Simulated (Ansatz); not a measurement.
Mulliken charges of CH4AlFS, SMILES `C[S][AlH][F]` from ωB97M-V/def2-TZVPP in Ansatz (PBE0-D4/def2-TZVP geometry).

| atom | x (Å) | y (Å) | z (Å) | charge (e) |
| --- | --- | --- | --- | --- |
| C1 | -0.688 | 1.159 | -0.203 | -0.317 |
| S2 | -1.138 | -0.498 | 0.415 | -0.181 |
| Al3 | 0.785 | -1.465 | 0.262 | 0.540 |
| F4 | 0.906 | -3.041 | 0.723 | -0.340 |
| H5 | 0.366 | 1.223 | -0.475 | 0.127 |
| H6 | -1.294 | 1.379 | -1.080 | 0.141 |
| H7 | -0.898 | 1.890 | 0.576 | 0.141 |
| H8 | 2.055 | -0.704 | -0.273 | -0.111 |

Task: By hand: the dipole of these point charges (1 e Å = 4.8032 D).

Result: Σ q r = (0.049, 0.660, -0.216) e Å, of length 0.696 e Å = 3.34 D.

Task: How does the dipole of the full density compare? (Estimate.)

Result: Ansatz gave: (0.087, 0.492, -0.173) e Å, 2.54 D; the point charges give 1.31 times that, at 6° from its direction.

Point charges leave out the atoms' own dipoles, such as those of lone pairs, and Mulliken's split depends on the basis, so the two needn't agree.
